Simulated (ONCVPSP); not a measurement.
**Before and after: ONCV potential for chromium (Cr)**

```
Element                 : Cr (Z = 24)
Generator               : ONCVPSP 4.0.1
Type                    : optimised norm-conserving Vanderbilt (ONCV)
Functional              : PBE
Relativity              : fully relativistic
Frozen core             : [Ne]
Valence charge          : 14
Reference configuration : 3s2 3p6 3d4 (charge +2)
Partial waves           : 3s: rc 1.25 bohr, ncon 3, nbas 7, qcut 9.4 1/bohr, 1 projector; 3p: rc 1.40 bohr, ncon 3, nbas 6, qcut 11.4 1/bohr, 2 projectors, debl 4 Ha; 3d: rc 1.10 bohr, ncon 4, nbas 9, qcut 14.5 1/bohr, 3 projectors, debl 1.5 Ha
Local potential         : polynomial inside 0.80 bohr (lpopt 3, dvloc0 0 Ha)
Core correction         : none
```

Open shells are filled in proportion to 2j + 1.

Change: all radii scaled by about 0.96 (s 1.20, p 1.34, d 1.06 bohr); local potential polynomial inside 0.76 bohr (lpopt 3, dvloc0 0 Ha).

Cutoffs: the cutoffs (Ha) at which the residual kinetic energy of the hardest occupied pseudo-wave falls to 1 and 0.1 mHa per electron; they do not see the model core or the augmentation charge, which bear on the density cutoff. Errors are all-electron minus pseudo energies relative to the spin-unpolarised reference configuration.

Problem. How do hardness, ghosts and transferability respond?

Solution. The potential gets neither clearly harder nor softer (75 Ha and 86 Ha → 77 Ha and 88 Ha); the number of tests with a reliable result goes from 3 to 4; the errors of the 3 common tests hardly move; neither file shows a bound ghost.

```tsv
quantity	base	changed
cutoff, loose	75 Ha	77 Ha
cutoff, tight	86 Ha	88 Ha
loose cutoff by channel	s 31 Ha, p 27 Ha, d 75 Ha	s 32 Ha, p 26 Ha, d 77 Ha
bound ghosts	none	none
GHOST(+) flags under 300 eV	none	none
tests with a reliable result	3 of 4	4 of 4
error for 3s2 3p6 3d5, meV [ΔE -16.05 eV]	+2.1	+1.9
error for 3s2 3p6 3d3, meV [ΔE 30.75 eV]	+11	+9.7
error for 3s2 3p6 3d4 4s1 4p1, meV [ΔE -19.45 eV]	+267	+252
```
